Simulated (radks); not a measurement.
The numbers below are computed, except where a source is named.
The arsenic ion As9+ is in [Ar] 3d(3/2: 4, 5/2: 2). Level of theory: Dirac Kohn-Sham, BLYP, spin-unpolarised, spherical densities, finite nucleus; Fermi nuclear charge, rms radius of each element as measured or else 0.836 A^(1/3) + 0.57 fm (a radial shooting solver on a logarithmic mesh with Libxc functionals). Sub-shells are occupied by j as written (lower j first in brackets). One electron is removed from 3d5/2, 3d3/2, 3p3/2, 3p1/2 in turn, with full relaxation. Which removal costs least, and what does each cost?

Answer. 3d5/2 253.78 eV; 3d3/2 254.81 eV; 3p3/2 345.90 eV; 3p1/2 351.82 eV. The 3d5/2 electron leaves first.
